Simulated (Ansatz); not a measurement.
CH$_{4}$ClFOSi, SMILES `FC(Cl)O[SiH3]` from Hartree–Fock to CCSD(T)

Z-matrix (Å, degrees):
```
C
Cl 1 1.799
O 1 1.340 2 112.3
F 1 1.359 2 107.0 3 -122.2
H 1 1.089 2 106.6 3 121.6
Si 3 1.677 1 126.7 2 -74.2
H 6 1.478 3 103.7 1 167.0
H 6 1.481 3 109.8 1 -74.6
H 6 1.481 3 110.5 1 47.4
```

Total charge 0; spin multiplicity 1. Geometry: relaxed with PBE0-D4/def2-TZVP. It is one conformer, not always the lowest. Frozen core, restricted reference, the Gaussian-basis code of Ansatz. CBS rows extrapolate triple and quadruple zeta; past MP2 they add the triple-zeta difference.

```json
{"basis": "def2-SVP", "HF (Eh)": "-962.55119", "MP2 corr.": "-0.73428"}
{"basis": "def2-TZVPP", "HF (Eh)": "-963.08166", "MP2 corr.": "-0.96222"}
{"basis": "def2-QZVPP", "HF (Eh)": "-963.11340", "MP2 corr.": "-1.04576"}
```

(1) Estimate the CCSD correlation energy and the (T) correction in each basis where they were run (hartree).

Answers

(1) 
| basis | CCSD corr. | (T) |
| --- | --- | --- |
| def2-SVP | -0.77891 | -0.01800 |
| def2-TZVPP | -1.00305 | -0.03719 |
| CBS(def2) | -1.14847 | as TZ |
